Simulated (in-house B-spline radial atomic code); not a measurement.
In²⁺. Computed with a B-spline radial atomic code. Model: all-electron spherical atom, spin shells full or empty, radial basis limit, no spin-orbit coupling, Breit or QED, empty-state partial waves extrapolated as (l+1/2)^-4, RPA, G0W0 and static COHSEX of the highest shell as one setting changes (uncorrelated shells keep exact exchange).

In a row where one electron alone is correlated, RPA and GW hold only self-correlation.

Given: element In; charge 2; filled core Kr; hamiltonian one-electron scalar X2C; mean-field start Hartree-Fock; highest l of empty states 9; nuclear rms radius 4.6156 fm; highest mean-field shell 5s up.

Shell: 4d 5 5, 5s 1 0 (electrons up and down).

| lowest nl shells left uncorrelated | RPA correlation energy (hartree) | G0W0 level (eV) | G0W0 minus most complete (meV) | COHSEX level (eV) |
| --- | --- | --- | --- | --- |
| 0 | -3.4097 | -28.294 | 0 | -29.431 |
| 1 | -3.2384 | -28.294 | 0.1 | -29.431 |
| 2 | -3.0498 | -28.296 | -1.6 | -29.435 |
| 3 | -2.512 | -28.294 | 0.5 | -29.429 |
| 4 | ? | ? | ? | ? |
| 5 | -1.8351 | -28.296 | -1.9 | -29.44 |
| 6 | -1.0571 | -28.25 | 43.8 | -29.37 |
| 7 | -0.91406 | -28.296 | -2.3 | -29.456 |
| 8 | ? | ? | ? | ? |
| 9 | -0.011854 | -27.279 | 1015.2 | -27.895 |

(1) What follows for lowest nl shells left uncorrelated = 4?

(2) What follows for lowest nl shells left uncorrelated = 8?

Answers

(1) RPA correlation energy -2.3397 hartree; G0W0 level -28.303 eV; G0W0 minus most complete -9.1 meV; COHSEX level -29.449 eV.

(2) RPA correlation energy -0.51862 hartree; G0W0 level -28.236 eV; G0W0 minus most complete 58.3 meV; COHSEX level -29.364 eV.
